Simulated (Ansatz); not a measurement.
Ge12NH23, a cluster cut from the lattice of germanium (1 of the caps NH2). Total charge 0; singlet. Geometry PBE-D4/def2-SVP.

```xyz
36

Ge   -3.192    0.499    2.556
Ge    0.530    2.608   -0.551
Ge   -0.745   -2.591    3.461
Ge    3.043   -0.428    0.272
Ge   -0.824   -1.067   -0.167
Ge    2.804    1.055   -3.450
Ge   -2.893   -1.513    3.914
Ge    0.830    0.521    0.691
Ge   -3.037   -0.089    0.190
Ge    0.650    2.108   -2.959
Ge   -0.595   -3.152    1.087
Ge    3.180   -0.955   -2.110
N     0.480    3.558   -4.131
H    -2.072    1.523    2.894
H    -4.560    1.165    2.882
H     1.635    3.638   -0.165
H    -0.844    3.240   -0.171
H     0.408   -1.613    3.821
H    -0.588   -3.860    4.347
H     4.168    0.576    0.656
H     3.234   -1.717    1.123
H    -0.558   -1.295   -1.687
H     3.930    2.078   -3.113
H     2.912    0.726   -4.967
H    -3.024   -1.174    5.428
H    -4.029   -2.515    3.558
H     0.588    0.716    2.219
H    -3.209    1.174   -0.704
H    -4.165   -1.096   -0.176
H    -0.438    4.014   -4.042
H     1.189    4.279   -3.950
H    -0.519    1.147   -3.323
H     0.775   -3.818    0.766
H    -1.721   -4.161    0.716
H     4.565   -1.571   -2.462
H     2.090   -2.011   -2.450
```

Single mean-field runs in def2-SVP, def2-TZVP are fitted with def2-universal-jkfit.

Q: Estimate the orbital energies around the gap (eV) in Ansatz with PBE-D4/def2-SVP, PBE-D4/def2-TZVP, r2SCAN-D4/def2-SVP, PBE0-D4/def2-TZVP, r2SCAN0-D4/def2-SVP.

A: 
```tsv
orbital	PBE-D4/def2-SVP	PBE-D4/def2-TZVP	r2SCAN-D4/def2-SVP	PBE0-D4/def2-TZVP	r2SCAN0-D4/def2-SVP
HOMO−9	-7.45	-7.51	-7.80	-8.67	-8.87
HOMO−8	-7.30	-7.37	-7.65	-8.52	-8.71
HOMO−7	-7.10	-7.18	-7.44	-8.35	-8.52
HOMO−6	-6.77	-6.83	-7.08	-7.90	-8.07
HOMO−5	-6.64	-6.69	-6.93	-7.69	-7.86
HOMO−4	-6.61	-6.66	-6.91	-7.68	-7.85
HOMO−3	-6.59	-6.63	-6.89	-7.62	-7.80
HOMO−2	-6.38	-6.43	-6.67	-7.40	-7.57
HOMO−1	-6.31	-6.36	-6.60	-7.32	-7.49
HOMO	-5.54	-5.74	-5.85	-6.85	-6.93
LUMO	-1.53	-1.69	-1.38	-0.95	-0.73
LUMO+1	-1.33	-1.47	-1.18	-0.71	-0.54
LUMO+2	-1.16	-1.34	-1.02	-0.61	-0.38
LUMO+3	-1.12	-1.31	-0.99	-0.58	-0.35
LUMO+4	-1.03	-1.21	-0.83	-0.44	-0.16
LUMO+5	-0.99	-1.20	-0.81	-0.40	-0.11
```
